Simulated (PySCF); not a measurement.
Ca⁺ (calcium, charge +1) across methods

[Ar] 4s1, 2S determinant. Calculation: PySCF 2.14, in x2c-TZVPPall; the spin-free X2C one-electron Hamiltonian (Gaussian nucleus). The B2PLYP total includes its PT2 part (frozen core); its orbital energies are those of the SCF part.

| method | E (hartree) | mean ε 3p α (eV) | mean ε 3p β (eV) | mean ε 4s α (eV) | Σ⟨r²⟩ (bohr²) | ⟨S²⟩ |
| --- | --- | --- | --- | --- | --- | --- |
| PBE0 | -680.044 | -37.304 | -37.164 | -9.960 | 30.27 | 0.750 |
| UHF | -679.43136 | -43.094 | -42.971 | -11.380 | 31.11 | 0.750 |
| r2SCAN | -680.179 | -35.713 | -35.611 | -9.453 | 30.27 | 0.750 |
| wB97M-V | -680.177 | -39.765 | -39.656 | -11.561 | 30.54 | 0.750 |
| B2PLYP | -680.018 | -39.429 | -39.316 | -10.490 | 30.40 | 0.750 |
| PBE | -680.000 | -34.975 | -34.828 | -9.352 | 30.17 | 0.750 |
| LC-wPBE | -680.069 | -40.249 | -40.139 | -11.768 | 30.36 | 0.750 |
| LDA | -678.346 | -35.004 | -34.878 | -9.512 | 29.93 | 0.750 |
| M06 | -680.199 | -37.242 | -37.144 | -9.750 | 29.95 | 0.751 |
